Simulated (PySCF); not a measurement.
An unknown is described by computed data only.

Formula: C3H6O3S.

- Dipole: 5.77 D [PBE0/def2-SVPD]
- 1H NMR: chemical shifts (computed TMS as zero) by class: 4.21 (2 H), 2.93 (2 H), 2.24 (2 H) ppm [GIAO PBE0/pcSseg-1]
- NMR, other nuclei: isotropic shieldings of nuclei other than C and H, by class: 91 (2 O), 140 (1 O), 153 (1 S) ppm [GIAO PBE0/pcSseg-1]
- UV, first state: lowest singlet excitation: 7.86 eV (158 nm, f = 0.008) [TDDFT PBE0/def2-SVPD]
- Rotational structure: rotational constants A, B, C: 4.055, 2.189, 2.035 GHz [GFN2-xTB]
- Polarisability: 61.4 au [PBE0/def2-SVPD]
- Triplet: lowest triplet excitation (Tamm–Dancoff): 7.53 eV [TDA PBE0/def2-SVPD]
- 13C NMR: chemical shifts (computed TMS as zero) by class: 66.1 (1 C), 52.9 (1 C), 28.8 (1 C) ppm [GIAO PBE0/pcSseg-1]

Electronic properties: PySCF, gas phase, density fitting. Levels stand in brackets. The structure is a single GFN2-xTB conformer in the gas phase; no vibrational or solvent corrections. NMR values are class means; diastereotopic atoms form classes of their own.

Question: Give a SMILES that accounts for the data.

Answer: Numbering: `[O:1]=[S:2]1(=[O:3])[CH2:4][CH2:5][CH2:6][O:7]1`. 3 carbons fall into 3 classes; from least to most shielded: ring sp3 carbon bound to oxygen [C6] (66.1 ppm), ring sp3 carbon bound to sulfur [C4] (52.9 ppm), ring CH2 carbon [C5] (28.8 ppm). Hydrogen classes from least to most shielded: 2 H on an sp3 carbon bound to oxygen, C6 (4.21 ppm), 2 H on an sp3 carbon bound to sulfur, C4 (2.93 ppm), 2 H on a ring CH2 carbon, C5 (2.24 ppm). The other shieldings belong to: 91 ppm, sulfonyl oxygen [O1/O3]; 140 ppm, oxygen bonded to C and S [O7]; 153 ppm, sulfonyl sulfur [S2]. The optimised geometry has point group C1 and is an asymmetric top. Structure: 1,3-propanesultone, `O1CCCS1(=O)=O`. Computed isomers that give other values at the same levels: `C=CS(=O)(=O)OC` (rotational constant A: 3.401 GHz; this holds for the one conformer computed). The assignments are read from this structure; whether some other isomer fits the data as well wasn't checked.
